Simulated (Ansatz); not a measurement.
`C[Te]CO` and `OC[Te][GeH3]` differ in one atom or group.

Ansatz, PBE0-D4/def2-TZVP geometries, multiplicity 1. Each molecule was computed in one conformer, which needn't be the lowest.

Elements past krypton have def2 core potentials. Scalar relativity is left out up to krypton. Spin–orbit coupling is left out; it splits and shifts lone-pair levels of the heavy atoms by tenths of an eV.

```tsv
property	`C[Te]CO`
HOMO–LUMO gap (ωB97M-V/def2-TZVPP) / eV	9.23
LUMO energy (PBE/def2-TZVPP) / eV	-1.34
HOMO energy (PBE0/def2-TZVPP) / eV	-5.92
HOMO energy (ωB97M-V/def2-TZVPP) / eV	-8.04
HOMO energy (B3LYP/def2-TZVPP) / eV	-5.72
HOMO energy (PBE/def2-TZVPP) / eV	-4.88
```

Give the same properties after the change, and the shifts. (Estimate.)

Computed: 
```csv
property,`OC[Te][GeH3]`,shift
HOMO–LUMO gap (ωB97M-V/def2-TZVPP) / eV,9.20,-0.03
LUMO energy (PBE/def2-TZVPP) / eV,-1.69,-0.35
HOMO energy (PBE0/def2-TZVPP) / eV,-6.29,-0.37
HOMO energy (ωB97M-V/def2-TZVPP) / eV,-8.38,-0.34
HOMO energy (B3LYP/def2-TZVPP) / eV,-6.08,-0.36
HOMO energy (PBE/def2-TZVPP) / eV,-5.26,-0.38
```

Positive LUMOs are unbound, so they and the gaps depend on the basis.

B3LYP here is the variant with VWN-RPA as its local correlation; programs differ in this.
